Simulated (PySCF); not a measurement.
**Correlation energy of Cr⁻ (chromium, charge -1)**

[Ar] 3d5 4s2, high-spin 6S determinant. Computed with PySCF 2.14 in x2c-TZVPPall with one added diffuse shell each of s, p, d, f type (7s6p5d3f1g, 80 functions), with the spin-free X2C one-electron Hamiltonian (Gaussian nucleus). Frozen: [Ne]; 15 electrons correlated.

```tsv
level	correlation energy (mhartree)
CCSD	-441.25
(T)	-16.54
CCSD(T)	-457.79
```

Diagnostics: T1 = 0.071, D1 = 0.3712, largest double amplitude 0.085.

T1 exceeds 0.03, a sign that the reference determinant is poor.

Cost of the coupled-cluster step: about 100 core-seconds, for 15 correlated electrons.

Iterations:

```
CC2 = 0
CCSD nocc = (np.int64(10), np.int64(5)), nmo = (75, 75)
frozen orbitals [[0, 1, 2, 3, 4], [0, 1, 2, 3, 4]]
max_cycle = 100
direct = 0
conv_tol = 1e-08
conv_tol_normt = 1e-06
diis_space = 8
diis_start_cycle = 0
Init t2, MP2 energy = -0.431820416878734
Init E_corr(UCCSD) = -0.431820416890119
cycle = 1  E_corr(UCCSD) = -0.421504950714518  dE = 0.0103154662  norm(t1,t2) = 0.145799
cycle = 2  E_corr(UCCSD) = -0.434716536771559  dE = -0.0132115861  norm(t1,t2) = 0.0753614
cycle = 3  E_corr(UCCSD) = -0.434866826380588  dE = -0.000150289609  norm(t1,t2) = 0.0623908
cycle = 4  E_corr(UCCSD) = -0.441312181530666  dE = -0.00644535515  norm(t1,t2) = 0.0444151
cycle = 5  E_corr(UCCSD) = -0.441176906881936  dE = 0.000135274649  norm(t1,t2) = 0.0116805
cycle = 6  E_corr(UCCSD) = -0.441031882636172  dE = 0.000145024246  norm(t1,t2) = 0.00757701
cycle = 7  E_corr(UCCSD) = -0.441179186792955  dE = -0.000147304157  norm(t1,t2) = 0.00336429
cycle = 8  E_corr(UCCSD) = -0.441269756105326  dE = -9.05693124e-05  norm(t1,t2) = 0.00137082
cycle = 9  E_corr(UCCSD) = -0.441233526351921  dE = 3.62297534e-05  norm(t1,t2) = 0.000871235
cycle = 10  E_corr(UCCSD) = -0.441254751960649  dE = -2.12256087e-05  norm(t1,t2) = 0.000505471
cycle = 11  E_corr(UCCSD) = -0.441244965596199  dE = 9.78636445e-06  norm(t1,t2) = 0.000317801
cycle = 12  E_corr(UCCSD) = -0.441252051590562  dE = -7.08599436e-06  norm(t1,t2) = 0.000161488
cycle = 13  E_corr(UCCSD) = -0.441253283251884  dE = -1.23166132e-06  norm(t1,t2) = 9.28386e-05
cycle = 14  E_corr(UCCSD) = -0.441253009400229  dE = 2.73851656e-07  norm(t1,t2) = 4.45694e-05
cycle = 15  E_corr(UCCSD) = -0.441252419484268  dE = 5.89915961e-07  norm(t1,t2) = 1.04302e-05
cycle = 16  E_corr(UCCSD) = -0.441252458748624  dE = -3.9264356e-08  norm(t1,t2) = 4.62845e-06
cycle = 17  E_corr(UCCSD) = -0.441252337284093  dE = 1.21464531e-07  norm(t1,t2) = 2.59179e-06
cycle = 18  E_corr(UCCSD) = -0.441252368070516  dE = -3.07864227e-08  norm(t1,t2) = 1.00824e-06
cycle = 19  E_corr(UCCSD) = -0.441252369303132  dE = -1.23261595e-09  norm(t1,t2) = 6.47966e-07
UCCSD converged
E(UCCSD) = -1050.073177391263  E_corr = -0.441252369303132
UCCSD(T) correction = -0.0165407185531472
```

This basis was not built for core-valence correlation, so the inner-shell part is incomplete.
